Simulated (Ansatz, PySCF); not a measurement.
Process, species as SMILES: N=C=O [isocyanic acid] + H+ → [NH2+]=C=O
Structures are relaxed separately at B3LYP-D3(BJ)/def2-TZVP in Ansatz (a quantum-chemistry and plane-wave program).

Wanted: proton affinity (enthalpy at 298 K, with B3LYP-D3(BJ) rigid-rotor harmonic-oscillator terms from PySCF), positive where the reaction releases energy, in kcal/mol. Correlated levels leave the core frozen unless marked. No spin-orbit coupling. Non-relativistic. Basis-set limits of correlation are two-point, X^-3; Hartree-Fock from the larger set.

```
level                          program  proton affinity (kcal/mol)
----------------------  --------------  --------------------------
HF-D3(BJ)/def2-TZVPD     PySCF + dftd3                       180.0
PBE/def2-TZVPD                  Ansatz                       169.9
BP86-D3(BJ)/def2-TZVPD   PySCF + dftd3                       170.8
PBE0-D3(BJ)/def2-TZVPD  Ansatz + dftd3                       172.5
```

### Question
What does CCSD(T)/CBS(cc-pVTZ,cc-pVQZ) (Ansatz) give?

### Answer
172.9 kcal/mol
